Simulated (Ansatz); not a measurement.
Frontier orbitals of BFH8Si3 (`B[SiH](F)[SiH2][SiH3]`).

```xyz
13

B    -1.4952   -0.2338   -1.7537
Si   -0.6954   -1.4944   -0.4411
F    -1.6533   -1.8433    0.8083
Si    1.2376   -0.4309    0.3907
Si    0.6666    1.6484    1.2939
H    -0.8857   -0.0096   -2.7592
H    -2.5074    0.3710   -1.5636
H    -0.3175   -2.7898   -1.0746
H     2.1772   -0.2403   -0.7503
H     1.8958   -1.2919    1.4126
H    -0.0168    2.4505    0.2413
H    -0.2703    1.4690    2.4339
H     1.8644    2.3952    1.7618
```

The species carries charge 0 and has multiplicity 1. The geometry is a stationary point of PBE0-D4/def2-TZVP. It is one conformer, not always the lowest. Basis def2-TZVPP, the Gaussian-basis code of Ansatz.

Orbital energies of one run (eV). Highest occupied ones, from the top: -10.00, -10.71, -11.65, -12.15, -12.61, -12.80, -12.97, -14.36, -14.98, -15.24, -16.73, -17.11, -18.46, -19.53. Empty: -0.55, 1.43, 2.11, 2.24, 2.42, 2.82.

Q: Which functional gave them?
A. ωB97X-V
B. HSE06 (plane-wave form)
C. CAM-B3LYP
D. revPBE

A: A. HOMO energies: ωB97X-V -10.00, HSE06 -7.42, revPBE -6.67, CAM-B3LYP -9.04 eV.
